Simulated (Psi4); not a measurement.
hexafluorodisilane (F6Si2), singlet, at a GFN2-xTB geometry; B3LYP5/STO-3G in Psi4 1.11.

The Psi4 input:
```
memory 2 GB

molecule {
0 1
  F     1.91144099   -0.24336418   -1.23186550
  Si    1.11552550   -0.05340670    0.12300950
  F     1.76075357    1.23559388    0.77677538
  F     1.61318454   -1.24527155    1.03791126
  Si   -1.11552550    0.05340670   -0.12300950
  F    -1.61318454    1.24527155   -1.03791126
  F    -1.76075357   -1.23559388   -0.77677538
  F    -1.91144099    0.24336418    1.23186550
}

set basis sto-3g
set scf_type pk
set puream true
set d_convergence 1e-8
set dft_radial_points 99
set dft_spherical_points 590

energy('b3lyp5')
print_variables()
```

Q: Predict the main parts of the log of this Psi4 run.

A: 
```
   => Loading Basis Set <=

    Name: STO-3G
    Role: ORBITAL
    Keyword: BASIS

         ---------------------------------------------------------
                                   SCF
               by Justin Turney, Rob Parrish, Andy Simmonett
                          and Daniel G. A. Smith
                              RKS Reference
         ---------------------------------------------------------

  ==> Geometry <==

    Molecular point group: ci
    Full point group: S2

    Geometry (in Angstrom), charge = 0, multiplicity = 1:

       Center              X                  Y                   Z               Mass
    ------------   -----------------  -----------------  -----------------  -----------------
         F            1.911440990000    -0.243364180000    -1.231865500000    18.998403162730
         SI           1.115525500000    -0.053406700000     0.123009500000    27.976926534650
         F            1.760753570000     1.235593880000     0.776775380000    18.998403162730
         F            1.613184540000    -1.245271550000     1.037911260000    18.998403162730
         SI          -1.115525500000     0.053406700000    -0.123009500000    27.976926534650
         F           -1.613184540000     1.245271550000    -1.037911260000    18.998403162730
         F           -1.760753570000    -1.235593880000    -0.776775380000    18.998403162730
         F           -1.911440990000     0.243364180000     1.231865500000    18.998403162730

  Running in ci symmetry.

  Rotational constants: A =      0.07105  B =      0.03075  C =      0.03075 [cm^-1]
  Rotational constants: A =   2129.90964  B =    921.88222  C =    921.88222 [MHz]
  Nuclear repulsion =  620.647867665046533

  Charge       = 0
  Multiplicity = 1
  Electrons    = 82
  Nalpha       = 41
  Nbeta        = 41

  ==> Algorithm <==

  SCF Algorithm Type is PK.
  DIIS enabled.
  MOM disabled.
  Fractional occupation disabled.
  Guess Type is SAD.
  Energy threshold   = 1.00e-06
  Density threshold  = 1.00e-08
  Integral threshold = 1.00e-12

  ==> Primary Basis <==

  Basis Set: STO-3G
    Blend: STO-3G
    Number of shells: 28
    Number of basis functions: 48
    Number of Cartesian functions: 48
    Spherical Harmonics?: true
    Max angular momentum: 1

  ==> DFT Potential <==

   => LibXC <=

    Version 7.1.2
    S. Lehtola, C. Steigemann, M. J. T. Oliveira, and M. A. L. Marques,  SoftwareX 7, 1–5 (2018) (10.1016/j.softx.2017.11.002)

   => Composite Functional: B3LYP5 <=

[...]
   @RKS iter   3: -1162.37406995422884   -2.50981e-01   1.66082e-04 ADIIS/DIIS
   @RKS iter   4: -1162.37409133165647   -2.13774e-05   2.46185e-05 DIIS
   @RKS iter   5: -1162.37409194142447   -6.09768e-07   1.41184e-06 DIIS
   @RKS iter   6: -1162.37409194344355   -2.01908e-09   1.05540e-07 DIIS
   @RKS iter   7: -1162.37409194345446   -1.09139e-11   1.33029e-08 DIIS
   @RKS iter   8: -1162.37409194345423    2.27374e-13   7.34338e-09 DIIS
  Energy and wave function converged.

  ==> Post-Iterations <==

   Electrons on quadrature grid:
      Ntotal   =   81.9999944593 ; deviation = -5.541e-06

    Orbital Energies [Eh]
    ---------------------

    Doubly Occupied:

[...]
    Virtual:

[...]
      24Au     0.418533

    Final Occupation by Irrep:
             Ag    Au
    DOCC [    21,   20 ]
    NA   [    21,   20 ]
    NB   [    21,   20 ]

  @RKS Final Energy: -1162.37409194345423

   => Energetics <=

    Nuclear Repulsion Energy =            620.6478676650465331
    One-Electron Energy =               -2867.1875891385561772
    Two-Electron Energy =                1169.1633033002128741
    DFT Exchange-Correlation Energy =     -84.9976737701576326
    Empirical Dispersion Energy =           0.0000000000000000
    VV10 Nonlocal Energy =                  0.0000000000000000
    Total Energy =                      -1162.3740919434542320

Computation Completed

Properties will be evaluated at   0.000000,   0.000000,   0.000000 [a0]

Properties computed using the SCF density matrix

 Multipole Moments:

 ------------------------------------------------------------------------------------
     Multipole            Electronic (a.u.)      Nuclear  (a.u.)        Total (a.u.)
 ------------------------------------------------------------------------------------

 L = 1.  Multiply by 2.5417464519 to convert [e a0] to [Debye]
 Dipole X            :          0.0000000           -0.0000000           -0.0000000
 Dipole Y            :          0.0000000           -0.0000000           -0.0000000
 Dipole Z            :          0.0000000            0.0000000            0.0000000
 Magnitude           :                                                    0.0000000

 ------------------------------------------------------------------------------------

  Variable Map:
  ----------------------------------------------------------------------------
[...]
  Array Variable Map:
  ----------------------------------------------------------------------------
[...]
[...]
```
